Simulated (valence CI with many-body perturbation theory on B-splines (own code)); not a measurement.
Values are calculated unless marked as measured or tabulated.
**A CI+MBPT run for Ce53+**

Level of theory: configuration interaction combined with many-body perturbation theory (CI+MBPT): three valence electrons over a frozen Dirac-Fock core [He], a basis of 6 s, 6 p, 5 d, 3 f, 1 g functions for each j, with the one-electron correlation potential Σ1 (screened to all orders), the two-electron term Σ2, the three-electron term Σ3, Breit, model QED; selected single and double excitations, second order for the rest, scaled by the run's own slope (own B-spline code, finite nucleus).

Command, and the settings that its task file holds:

```sh
python run_cv.py task.json out
```

```
atom Ce  Z=58  mass_number=140  rms_radius_fm=4.8771
core [He]
valence 2s2 2p1
avg = 1
basis = S
breit = 1
cap = 10000
capref = 1200
cscale = 1
de = 0.0
dress = 0
ecut = 522.67
eps = 2e-08
extrap = 1
h = 0.27
hh = 1
l2 = 3
lcore = 6
maxit = 60
n2 = 5
natural = 1
nlev = 21
nno = [3, 3, 3, 2, 1]
nroot = 26
nsp = [3, 3, 2, 1, 0]
pt2 = 1
qed = 1
rpa = 1
s1 = 1
s2 = 1
s3 = 1
screen = 1
tol = 2e-05
whole = 1
```

It took 4.6 s on 1 thread of AMD EPYC 7R32 (Zen 2), with other jobs on the host.

Log. The first blocks belong to the next ion, which gives the ionisation energy. Fields: 2J, parity (1 odd), roots, reference size, generating configurations, candidates as configurations/state functions, variational space P, stored matrix elements, Davidson steps; e2 is the range of second-order energies in hartree. The first line gives the box (bohr), its intervals, the orbitals and the steps of their self-consistent field. Window is the range of levels sought, series limit the energy at which the first omitted orbital would enter, core excitation an estimate of the first excitation out of the core, left out the lowest levels not solved, and shifts from estimates the range by which levels moved from their first estimate, all in cm⁻¹.

```
rmax 1.1 intervals 53 orbitals 36 references ['2s2 2p', '2s 2p2', '2p3'] scf 2 t 0.2
2J=0 par=0 roots 2 ref 15 generators 3 cand 92/92 P 107/107 nnz 0 it 0
   second order: generators 3 cand 0/0 e2 -0.00000 -0.00000
2J=0 par=1 roots 2 ref 11 generators 3 cand 73/73 P 84/84 nnz 0 it 0
   second order: generators 7 cand 0/0 e2 -0.00000 -0.00000
2J=2 par=1 roots 2 ref 28 generators 2 cand 188/188 P 215/215 nnz 0 it 0
2J=2 par=1 roots 2 ref 28 generators 2 cand 1/1 P 216/216 nnz 0 it 0
   second order: generators 2 cand 0/0 e2 -0.00000 -0.00000
reference levels 291, estimated 222, window 50654664 1/cm; series limit 66188861, core excitation 281940357
2J=1 par=1 roots 8 ref 32 generators 10 cand 150/208 P 1785/2597 nnz 8.4e+05 it 3
2J=1 par=1 roots 8 ref 32 generators 13 cand 224/337 P 1788/2602 nnz 8.4e+05 it 3
   second order: generators 14 cand 240/362 e2 -0.00000 -0.00000
2J=1 par=0 roots 9 ref 34 generators 12 cand 179/242 P 1786/2618 nnz 8.6e+05 it 4
2J=1 par=0 roots 9 ref 34 generators 14 cand 186/247 P 1794/2630 nnz 8.7e+05 it 4
   second order: generators 15 cand 197/266 e2 -0.00000 -0.00000
2J=3 par=1 roots 10 ref 47 generators 14 cand 794/1629 P 1716/3490 nnz 1.6e+06 it 4
2J=3 par=1 roots 10 ref 47 generators 15 cand 464/845 P 1763/3610 nnz 1.7e+06 it 4
   second order: generators 15 cand 417/725 e2 -0.00000 -0.00000
2J=3 par=0 roots 8 ref 45 generators 10 cand 672/1275 P 1612/3259 nnz 1.4e+06 it 5
2J=3 par=0 roots 8 ref 45 generators 12 cand 534/1013 P 1642/3322 nnz 1.5e+06 it 4
   second order: generators 14 cand 671/1397 e2 -0.00000 -0.00000
2J=5 par=0 roots 5 ref 39 generators 9 cand 837/1926 P 1477/3145 nnz 1.4e+06 it 4
2J=5 par=0 roots 5 ref 39 generators 11 cand 691/1491 P 1506/3216 nnz 1.4e+06 it 3
   second order: generators 12 cand 830/1951 e2 -0.00000 -0.00000
2J=5 par=1 roots 5 ref 36 generators 7 cand 804/1938 P 1620/3472 nnz 1.6e+06 it 4
2J=5 par=1 roots 5 ref 36 generators 9 cand 534/1179 P 1678/3623 nnz 1.8e+06 it 4
   second order: generators 10 cand 476/1028 e2 -0.00000 -0.00000
2J=7 par=1 roots 2 ref 21 generators 4 cand 466/1177 P 1327/2947 nnz 1.3e+06 it 3
2J=7 par=1 roots 2 ref 21 generators 4 cand 302/751 P 1373/3081 nnz 1.4e+06 it 3
   second order: generators 5 cand 256/617 e2 -0.00000 -0.00000
2J=7 par=0 roots 1 ref 19 generators 2 cand 416/969 P 1280/2910 nnz 1.3e+06 it 4
2J=7 par=0 roots 1 ref 19 generators 2 cand 255/578 P 1309/2980 nnz 1.4e+06 it 3
   second order: generators 4 cand 300/701 e2 -0.00000 -0.00000
left out: unestimated 73482189, estimated 54180731, shifts from estimates -0 to 8
operators 0.1
```

The Davidson iterations converged. The settings are bad on purpose, so the numbers may not be properties of the ion.

No measured spectrum was set against this ion. As an estimate, large intervals hold to a few tenths of a per cent, small ones and those within an open d or f shell to about a per cent.

- Valence energy: -1231.627 hartree
- Ionisation energy: 10834 eV (NIST: 10840 ± 5 eV (theoretical))
- Reference configurations for the orbitals: 2s2 2p, 2s 2p2, 2p3
- Radial orbitals: 36
- Box radius: 1.081 bohr
- Largest variational space: 3623
- Lowest levels: (2s^2 2p1/2) J=1/2 0.00, (2s 2p1/2^2) J=1/2 13.41, (2s^2 2p3/2) J=3/2 36.07, (2s 2p1/2 2p3/2) J=3/2 [a] 45.41, (2s 2p1/2 2p3/2) J=5/2 47.92, (2s 2p1/2 2p3/2) J=1/2 51.87, (2s 2p1/2 2p3/2) J=3/2 [b] 51.93, (2p1/2^2 2p3/2) J=3/2 66.15, (2s 2p3/2^2) J=5/2 82.81, (2s 2p3/2^2) J=1/2 88.73, (2s 2p3/2^2) J=3/2 88.80, (2p1/2 2p3/2^2) J=3/2 99.63, (2p1/2 2p3/2^2) J=5/2 101.15, (2p1/2 2p3/2^2) J=1/2 104.23 Ry

Levels are named by their leading jj configuration (3d3/2^4 stands for four electrons in 3d with j = 3/2), which in mixed levels can hold well under half, so a name can repeat and another be missing. Letters in brackets count levels of one name in rising energy.
